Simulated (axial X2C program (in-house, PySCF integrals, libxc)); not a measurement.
**KB⁻ at several levels of theory**

Computed with an axial X2C code built on PySCF integrals. Spin-free means the one-electron spin-free X2C Hamiltonian; two-component (2c) means X2C with spin–orbit coupling and atomic mean-field two-electron Coulomb and Gaunt terms, so the difference of the two also holds small scalar two-electron terms. Basis: K dyall-acv3z [12s13p7d3f], B dyall-av3z [8s7p3d2f] (cores contracted in-house); Gaussian nuclei, density fitting, unrestricted open shells. Masses: K 38.964 u, B 11.009 u.

State, spin-free: M_S = 1/2, Λ = 1 (beyond evenly filled blocks: π+α); electrons by block: σα: 8, σβ: 8, π+α: 3, π+β: 2, π-α: 2, π-β: 2. Fragments: K + B- for PBE0; K- + B for HF, CCSD, CCSD(T), B97-3.

State, 2c: Ω = 1/2 (⟨Sz⟩ = -0.50, ⟨Lz⟩ = 1.00 at PBE0); electrons by block: 1/2: 11, -1/2: 10, 3/2: 2, -3/2: 2. Fragments: K + B- for PBE0; K- + B for HF, CCSD, CCSD(T), B97-3.

```json
{"Hamiltonian": "spin-free", "level": "PBE0", "Re (Å)": "3.016", "ωe (cm⁻¹)": "211.8", "αe (cm⁻¹)": "0.00299", "De (eV)": "n/a", "D0 (eV)": "n/a", "μ (D)": "1.02"}
{"Hamiltonian": "spin-free", "level": "HF", "Re (Å)": "3.074", "ωe (cm⁻¹)": "220.2", "αe (cm⁻¹)": "0.00256", "De (eV)": "0.838", "D0 (eV)": "0.824", "μ (D)": "1.93"}
{"Hamiltonian": "spin-free", "level": "CCSD", "Re (Å)": "3.036", "ωe (cm⁻¹)": "215.9", "αe (cm⁻¹)": "0.00276", "De (eV)": "0.803", "D0 (eV)": "0.790", "μ (D)": "n/a"}
{"Hamiltonian": "spin-free", "level": "CCSD(T)", "Re (Å)": "3.032", "ωe (cm⁻¹)": "215.8", "αe (cm⁻¹)": "0.00278", "De (eV)": "0.821", "D0 (eV)": "0.808", "μ (D)": "n/a"}
{"Hamiltonian": "spin-free", "level": "B97-3", "Re (Å)": "3.063", "ωe (cm⁻¹)": "199.6", "αe (cm⁻¹)": "0.00308", "De (eV)": "0.941", "D0 (eV)": "0.928", "μ (D)": "0.62"}
{"Hamiltonian": "2c", "level": "PBE0", "Re (Å)": "3.015", "ωe (cm⁻¹)": "211.9", "αe (cm⁻¹)": "0.00299", "De (eV)": "n/a", "D0 (eV)": "n/a", "μ (D)": "1.03"}
{"Hamiltonian": "2c", "level": "HF", "Re (Å)": "3.074", "ωe (cm⁻¹)": "220.2", "αe (cm⁻¹)": "0.00256", "De (eV)": "0.805", "D0 (eV)": "0.791", "μ (D)": "1.93"}
{"Hamiltonian": "2c", "level": "CCSD", "Re (Å)": "3.036", "ωe (cm⁻¹)": "215.9", "αe (cm⁻¹)": "0.00276", "De (eV)": "0.803", "D0 (eV)": "0.790", "μ (D)": "n/a"}
{"Hamiltonian": "2c", "level": "CCSD(T)", "Re (Å)": "3.032", "ωe (cm⁻¹)": "215.8", "αe (cm⁻¹)": "0.00277", "De (eV)": "0.822", "D0 (eV)": "0.808", "μ (D)": "n/a"}
{"Hamiltonian": "2c", "level": "B97-3", "Re (Å)": "3.062", "ωe (cm⁻¹)": "199.6", "αe (cm⁻¹)": "0.00308", "De (eV)": "0.941", "D0 (eV)": "0.929", "μ (D)": "0.62"}
```

Correlated methods: 13 electrons correlated (number of frozen shells: K 2 s, 1 p; B 1 s), 265 virtual spin orbitals or spinors in MP2, 90 natural virtuals in coupled cluster.

Dipoles are positive if B is the positive end and refer to the centre of mass.

The state is one determinant whose occupation by symmetry is held fixed; it was picked as the lowest of a PBE0 search that is not exhaustive. Dissociation energies refer to the lowest single-determinant-based atoms at the same level and basis. De is not given where an atomic determinant may have missed its ground term or J level, or where the truncated virtual space spoils (T). Density functionals use the spin component along the axis (collinear). CCSD and (T) use frozen natural virtuals with an MP2 correction for the truncation; (T) itself is uncorrected, so its De runs slightly low. In 2c an atomic determinant is not the ground J level, so De misses part of the atomic spin–orbit lowering. This holds for CCSD, CCSD(T), B97-3. Other states lie close and PBE0, whose exact exchange favours high spin, may order them wrongly; the determinant shown need not be the ground state. The nearest other spin-free determinant of the search, M_S = 3/2, Λ = 1, lies 0.09 eV up at the distance of the search. The functionals have no current-density term, which raises determinants with orbital currents, atoms included. The highest occupied level of some functionals is positive through self-interaction error; at Hartree–Fock it is bound. The determinant is spin-polarised beyond a pure state at some levels (its spin-free form has ⟨S²⟩ too high), which makes Re and μ there less reliable. Hartree–Fock gets electron affinities wrong, so its lowest charge split need not be the true one.

No reliable constants came from MP2 (2c), MP2 (spin-free): no minimum in range, unconverged points, a curve that is not smooth, a change of character along it, or the two Hamiltonians disagreeing along it.

Rough cost a point (2c) on 1 thread(s) of a shared host, integrals apart: PBE0 0.7 s, HF 0.4 s, CCSD(T) 6 s, B97-3 0.8 s.

The whole task took 3 min on 1 thread of Arm Neoverse V1 (shared host).
